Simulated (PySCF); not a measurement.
Species: C5H4F, net charge -1, singlet state. It need not be the lowest isomer of its formula. Whether it binds its extra electron was not tested at this geometry. SMILES: [cH-]1c(ccc1)F
Geometry: optimised at B3LYP-D3(BJ)/def2-TZVP (Ansatz).

Dispersion corrections to the total energy (kcal/mol) from the dftd3 and dftd4 libraries through PySCF: D3(BJ) without and D4 with the three-body term, each with the damping fitted for the functional named.

```
functional  D3(BJ)      D4
----------  ------  ------
revPBE      -13.15  -20.59
BHLYP        -6.76     ___
HF          -44.05  -23.12
r2SCAN       -1.35   -1.45
BP86         -7.81   -7.67
HSE06        -3.14     ___
BLYP           ___  -13.41
```

Task: Some entries are withheld; supply them.

Result: 
- BHLYP, D4: -6.60
- HSE06, D4: -4.53
- BLYP, D3(BJ): -10.77
